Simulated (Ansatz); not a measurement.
Wavefunction ladder for BH5O2SSi, SMILES `OB(S)O[SiH3]`

```xyz
10

O     0.972    0.572   -2.179
B     0.710    0.391   -0.859
S     1.935    0.976    0.378
O    -0.455   -0.216   -0.538
Si   -1.353   -0.717    0.738
H     1.806    1.006   -2.364
H     1.257    0.591    1.470
H    -2.659   -0.019    0.699
H    -1.548   -2.182    0.633
H    -0.665   -0.402    2.021
```

Charge 0, multiplicity 1. All single points use the PBE0-D4/def2-TZVP geometry. It is one conformer, not always the lowest. Frozen core, restricted reference, Ansatz. CBS rows extrapolate triple and quadruple zeta; past MP2 they add the triple-zeta difference.

| basis | HF (Eh) | MP2 corr. |
| --- | --- | --- |
| def2-SVP | -863.60976 | -0.67816 |
| def2-TZVPP | -864.07121 | -0.86934 |
| def2-QZVPP | -864.10047 | -0.93977 |

(1) Estimate the CCSD correlation energy and the (T) correction in each basis where they were run (hartree).

## Answers

(1) 
| basis | CCSD corr. | (T) |
| --- | --- | --- |
| def2-SVP | -0.72611 | -0.01819 |
| def2-TZVPP | -0.91242 | -0.03517 |
| CBS(def2) | -1.03501 | as TZ |
